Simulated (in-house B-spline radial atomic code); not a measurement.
Configurations of P⁶⁺, with energies counted from [He] 2s2 2p5. Computed with a B-spline radial code for spherical atoms: Dirac-Hartree-Fock, average of configuration, Fermi nucleus of rms radius 3.1889 fm. Energies include first-order Breit, QED and recoil terms.

Occupations are held fixed; configurations that lie above the ionisation limit could autoionise.

```csv
configuration,E - E(ref) (eV),highest orbital,its <r> (bohr)
[He] 2s2 2p4 3s1,159.14,3s1/2,1.368
[He] 2s2 2p4 5d1,237.66,5d5/2,4.744
[He] 2s1 2p5 3d1,240.64,3d5/2,1.385
[He] 2s2 2p4 6s1,243.4,6s1/2,6.552
[He] 2s2 2p4 6d1,246.18,6d5/2,7.064
[He] 2s1 2p5 4f1,276.6,4f7/2,2.562
[He] 2s1 2p5 5d1,290.77,5d5/2,4.745
[He] 2s1 2p5 5g1,291.67,5g9/2,3.928
[He] 2s1 2p5 6d1,299.29,6d5/2,7.066
[He] 2s1 2p5 6f1,299.78,6f7/2,6.839
```

Problem. Order these further configurations by energy, lowest first.
A. [He] 2s1 2p5 5f1
B. [He] 2s1 2p6
C. [He] 2s2 2p4 5f1
D. [He] 2s2 2p4 6f1
E. [He] 2s2 2p4 4f1

Solution. B (58.445 eV), E (223.5 eV), C (238.51 eV), D (246.68 eV), A (291.62 eV).

Problem. How far above the reference does [He] 2s2 2p4 4s1 lie?

Solution. 211.41 eV; its least bound orbital is 4s1/2 with <r> = 2.669 bohr.

Problem. How far above the reference does [He] 2s2 2p4 4d1 lie?

Solution. 221.86 eV; its least bound orbital is 4d5/2 with <r> = 2.851 bohr.

Problem. How far above the reference does [He] 2s1 2p5 6g1 lie?

Solution. 299.82 eV; its least bound orbital is 6g9/2 with <r> = 6.285 bohr.

Problem. One of these lies 187.5 eV from the reference. Which?
A. [He] 2s2 2p4 6g1
B. [He] 2s1 2p5 4d1
C. [He] 2s2 2p4 3d1

Solution. C.
